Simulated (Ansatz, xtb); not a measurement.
## C4H11OPSi: which of two isomers lies lower

Structure a: `CC1(C)C[Si@H](P)O1`, a singlet. Structure b: `O=[P@@H]1CC[C@@H]([SiH3])C1`, a singlet. Both are isolated molecules in the gas phase, relaxed with B3LYP-D3(BJ)/def2-SVP; the shapes shown needn't be the lowest conformers.

a (Å):

```xyz
18

C    -0.9290   -0.9672    0.6700
C    -0.0508    0.2594    0.8666
C     0.1755    0.5752    2.3390
C     1.2806    0.2164    0.0356
O    -0.7219    1.4135    0.2401
P     1.6211    3.7024   -0.2391
Si    0.5758    1.7591   -0.7879
H    -1.0921   -1.1571   -0.4019
H    -0.4616   -1.8588    1.1174
H    -1.9106   -0.8072    1.1420
H    -0.7887    0.7679    2.8338
H     0.6738   -0.2650    2.8481
H     0.8022    1.4732    2.4503
H     2.1915    0.3282    0.6399
H     1.3741   -0.6791   -0.5953
H     0.2257    1.6978   -2.2373
H     2.4838    3.6433   -1.3812
H     0.6569    4.5209   -0.9078
```

b (Å):

```yaml
atoms:
  - { symbol: C, position_ang: [-1.2055, 1.7208, -0.1531] }
  - { symbol: C, position_ang: [-0.4191, 1.4903, 1.1481] }
  - { symbol: C, position_ang: [1.0048, 1.0283, 0.7582] }
  - { symbol: C, position_ang: [0.8301, -0.0888, -0.2933] }
  - { symbol: O, position_ang: [-0.2901, 0.9224, -2.7484] }
  - { symbol: P, position_ang: [-0.5906, 0.4567, -1.3558] }
  - { symbol: Si, position_ang: [2.0768, 0.5059, 2.2315] }
  - { symbol: H, position_ang: [-1.5306, -0.6186, -1.2617] }
  - { symbol: H, position_ang: [-0.9504, 2.6909, -0.6104] }
  - { symbol: H, position_ang: [-2.2976, 1.6807, -0.0289] }
  - { symbol: H, position_ang: [-0.9112, 0.7033, 1.7471] }
  - { symbol: H, position_ang: [-0.3971, 2.3965, 1.7734] }
  - { symbol: H, position_ang: [1.5170, 1.8793, 0.2719] }
  - { symbol: H, position_ang: [2.1993, 1.6269, 3.2096] }
  - { symbol: H, position_ang: [3.4380, 0.1104, 1.7676] }
  - { symbol: H, position_ang: [1.4374, -0.6617, 2.9099] }
  - { symbol: H, position_ang: [1.7148, -0.2441, -0.9274] }
  - { symbol: H, position_ang: [0.5700, -1.0518, 0.1790] }
```

Q: Estimate E(b) − E(a) at the level CCSD(T)/def2-SVP + ΔMP2/def2-TZVPP.

A: Calculated at CCSD(T)/def2-SVP + ΔMP2/def2-TZVPP: E(b) − E(a) = +14.3 kJ/mol, so structure a lies lower.

Level by level:

```
                             level               geometry  E(b) − E(a) (kJ/mol)  departure from the last row (kJ/mol)  job, with rough time for the two
                          GFN2-xTB               GFN2-xTB                   −68.1                                 −82.4              optimisation, 0.73 s
                         HF/STO-3G               GFN2-xTB                  +315.9                                +301.6               single point, 0.9 s
                r2SCAN-D4/def2-SVP               GFN2-xTB                   +45.1                                 +30.8               single point, 7.2 s
             B3LYP-D3(BJ)/def2-SVP  B3LYP-D3(BJ)/def2-SVP                   +51.9                                 +37.6             optimisation, 1.7 min
                       HF/def2-SVP  B3LYP-D3(BJ)/def2-SVP                   +58.7                                 +44.4           part of the CCSD(T) run
                      MP2/def2-SVP  B3LYP-D3(BJ)/def2-SVP                   +47.2                                 +32.9           part of the CCSD(T) run
                  CCSD(T)/def2-SVP  B3LYP-D3(BJ)/def2-SVP                   +62.4                                 +48.1                      single point
CCSD(T)/def2-SVP + ΔMP2/def2-TZVPP  B3LYP-D3(BJ)/def2-SVP                   +14.3                                                   single point, 2.3 min
```

As drawn, b has 1 O=P, 2 C–P, 2 Si–H in place of 1 P–Si, 1 O–Si, 1 C–O, 1 C–H, 1 P–H. Structure a has a 4-membered ring, b a 5-membered ring.

GFN2-xTB puts the two in the other order. The largest departure from CCSD(T)/def2-SVP + ΔMP2/def2-TZVPP is that of HF/STO-3G, 301.6 kJ/mol. The last row adds to CCSD(T) the change of the MP2 difference between the two basis sets, here −48.1 kJ/mol, a large step that makes the value less sure.

With thermal terms from frequencies at re-optimised GFN2-xTB minima (ideal gas, soft modes damped towards free rotors, one conformer each, 298.15 K, 1 atm): on the last row, ΔE + ΔZPE = +9.1, ΔH = +6.5, ΔG = +12.2 kJ/mol.

The correlated steps freeze 15 core orbitals. Codes used: Ansatz 0.2.0, xtb 6.7.1; the last row on 4 threads of Arm Neoverse V1 on a shared host.
